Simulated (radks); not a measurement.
Q: All-electron atom: W4+ in [Xe] 4f14 5d2 (the NIST ground configuration). Calculated with a radial shooting solver on a logarithmic mesh with Libxc functionals: Dirac Kohn-Sham, PBE, spin-unpolarised, spherical densities, finite nucleus; open shells are shared between the two j in proportion to 2j + 1; Fermi nuclear charge, rms radius 5.3658 fm. Some entries of the table are withheld. Estimate them.

orbital,occ.,eigenvalue (eV),r(max) (bohr),<1/r> (bohr^-1)
1s1/2,2,-69415.65,0.01146,87.04
2s1/2,2,-12009.65,0.06588,21.18
2p1/2,2,-11488.88,0.04896,21.15
2p3/2,4,-10136.19,0.05580,17.77
3s1/2,2,-2799.227,0.1855,7.776
3p1/2,2,-2566.729,0.1737,(1)
3p3/2,4,-2274.220,0.1877,(2)
3d3/2,4,(3),0.1471,6.711
3d5/2,6,(4),0.1509,6.504
4s1/2,2,-611.9690,(5),3.267
4p1/2,2,-515.4384,(6),3.157
4p3/2,4,-447.6653,(7),2.853
4d3/2,4,(8),0.4471,2.638
4d5/2,6,(9),0.4565,2.565
5s1/2,2,-121.8642,0.9618,1.273
5p1/2,2,-92.9129,1.029,1.150
5p3/2,4,-82.6957,1.110,1.048
4f5/2,6,-77.8302,0.4262,2.105
4f7/2,8,-75.5847,0.4312,2.074
5d3/2,0.8,-44.1149,1.379,(10)
5d5/2,1.2,-43.0301,1.412,(11)

A: 
(1) 3p1/2 <1/r> (bohr^-1): 7.692
(2) 3p3/2 <1/r> (bohr^-1): 6.817
(3) 3d3/2 eigenvalue (eV): -1881.891
(4) 3d5/2 eigenvalue (eV): -1818.274
(5) 4s1/2 r(max) (bohr): 0.4211
(6) 4p1/2 r(max) (bohr): 0.4209
(7) 4p3/2 r(max) (bohr): 0.4504
(8) 4d3/2 eigenvalue (eV): -288.9276
(9) 4d5/2 eigenvalue (eV): -276.4388
(10) 5d3/2 <1/r> (bohr^-1): 0.7813
(11) 5d5/2 <1/r> (bohr^-1): 0.7615
